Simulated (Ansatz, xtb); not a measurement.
System: sum formula SiHCl2, net charge 1, singlet state. SMILES of the parent species: Cl[SiH]Cl
Coordinates optimised at B3LYP-D3(BJ)/def2-TZVP (Ansatz, an electronic-structure program):
```xyz
4

Cl    -1.7007    -0.3216     0.0569
Si     0.0010     0.6388    -0.0062
Cl     1.6996    -0.3281    -0.0507
H      0.0034     2.1008    -0.0203
```
Charge +1, spin multiplicity 1.

Harmonic wavenumbers from GFN2-xTB (xtb, at its own minimum), cm⁻¹: 155, 519, 549, 583, 729, 2374.

Problem. Give the harmonic wavenumbers at B3LYP-D3(BJ)/def2-TZVP (Ansatz, finite differences of forces, unscaled).

Solution. 203, 516, 576, 719, 812, 2335 cm⁻¹. Zero-point energy 7.4 kcal/mol.

Problem. From these and the geometry, give the ideal-gas thermochemistry at 298.15 K and 1 atm (rigid rotor, harmonic oscillator).

Solution. Point group C2v, rotational symmetry number 2. Rotational constants 21.69, 2.464, 2.212 GHz. S(trans) 39.72, S(rot) 24.03, S(vib) 3.70, S(elec, spin only) 0.00, S 67.5 cal/(mol K). H(298) - H(0) 3.07 kcal/mol; G - E(el) -9.7 kcal/mol.
